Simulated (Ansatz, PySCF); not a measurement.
C4H11NOSi (SMILES C=C[Si](C)(N)OC), singlet, geometry from GFN2-xTB. Base run: CASSCF(2,4)/STO-3G in PySCF.

Input for PySCF:
```python
from pyscf import gto, scf, mcscf
import numpy

mol = gto.Mole()
mol.atom = '''
    C    -2.53958226    0.30281402   -1.23233888
    C    -1.23529479    0.11034497   -1.33529865
    Si   -0.06779931   -0.00750061    0.14220551
    C    -0.15886330    1.52813641    1.26253012
    N    -0.29521339   -1.35788197    1.21333833
    O     1.35684291   -0.19584356   -0.63231778
    C     2.61895940   -0.33797256   -0.05286576
    H    -3.19440973    0.35519074   -2.08933159
    H    -3.01943175    0.42117145   -0.27355075
    H    -0.80884991   -0.00082124   -2.32385222
    H    -1.17486688    1.72291046    1.58914938
    H     0.45464765    1.40924246    2.15091379
    H     0.18644691    2.41276254    0.73579826
    H    -0.17302902   -2.28265934    0.82898402
    H    -1.09454854   -1.35511637    1.82581664
    H     2.61188250   -1.11588257    0.71300826
    H     2.93930147    0.60053467    0.40611106
    H     3.32248366   -0.61033925   -0.84091083
'''
mol.basis = 'sto-3g'
mol.verbose = 4
mol.build()

mf = scf.RHF(mol)
mf.kernel()
mc = mcscf.CASSCF(mf, 4, 2)
mc.fix_spin_(ss=0.0)
mc.kernel()
occ = numpy.linalg.eigvalsh(mc.fcisolver.make_rdm1(mc.ci, mc.ncas, mc.nelecas))[::-1]
ss = mc.fcisolver.spin_square(mc.ci, mc.ncas, mc.nelecas)[0]
print('natural occupations', occ.round(4), ' <S^2>', round(ss, 4))
```

Programs used: Ansatz (a program for electronic structure), PySCF; a row that names a program was run with it.

Variants of this job, named by their change:

| change | ΔE vs base (kcal/mol) | natural occupations | <S^2> of the state | outcome |
|---|---|---|---|---|
| base | 0.000 | 1.88 0.11 0.00 0.00 | 0.00 | converged |
| start = MP2 natural orbitals | 0.000 | 1.88 0.11 0.00 0.00 | 0.00 | converged |
| code = ansatz; correction = SC-NEVPT2, all electrons | -189.4 | - | - | converged |
| active space = 4 electrons, 6 orbitals | -16.54 | 1.98 1.90 0.10 0.02 0.00 0.00 | 0.00 | converged |
| fix_spin_ = off | 0.000 | 1.88 0.11 0.00 0.00 | 0.00 | converged |
| code = ansatz | 0.019 | - | - | converged |
| correction = SC-NEVPT2 | -189.5 | 1.88 0.11 0.00 0.00 | 0.00 | converged |
| active space = 8 electrons, 9 orbitals | -39.64 | 1.98 1.98 1.98 1.90 0.10 0.02 0.02 0.02 0.00 | 0.00 | converged |
| active space = 8 electrons, 8 orbitals | -33.57 | 1.98 1.98 1.97 1.88 0.12 0.02 0.02 0.02 | 0.00 | converged |
| active space = 10 electrons, 8 orbitals | - | - | - | not converged |
| conv_tol = 1e-5 | 0.073 | 1.88 0.11 0.00 0.00 | 0.00 | converged |

Active orbitals are taken around the Fermi level unless the row says otherwise; CASSCF can end in different local minima, and two programs can end on different orbitals. State-averaged rows give the lowest state.
